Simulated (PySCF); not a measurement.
**Electron correlation in Ar⁺ (argon, charge +1)**

[Ne] 3s1 3p6, 2S determinant (an excited configuration). All numbers are calculated (PySCF 2.14, scalar relativity by spin-free X2C-1e, in aug-cc-pCVQZ-DK). Frozen: 1s2; 15 electrons correlated.

MP2 pair energies summed by pair of shells (mhartree):

```json
{"pair": "3p-3p", "energy": "-264.23", "share (%)": "41.1"}
{"pair": "2p-2p", "energy": "-195.32", "share (%)": "30.3"}
{"pair": "2s-2p", "energy": "-64.31", "share (%)": "10.0"}
{"pair": "2p-3p", "energy": "-59.48", "share (%)": "9.2"}
{"pair": "3s-3p", "energy": "-29.36", "share (%)": "4.6"}
{"pair": "2s-2s", "energy": "-10.78", "share (%)": "1.7"}
{"pair": "2s-3p", "energy": "-10.54", "share (%)": "1.6"}
{"pair": "2p-3s", "energy": "-7.93", "share (%)": "1.2"}
{"pair": "2s-3s", "energy": "-1.70", "share (%)": "0.3"}
```

Total MP2 correlation energy: -643.64 mhartree.

Same-spin part -149.60 and opposite-spin part -494.05 mhartree; SCS-MP2 scales them by 1/3 and 6/5 to -642.72 mhartree.
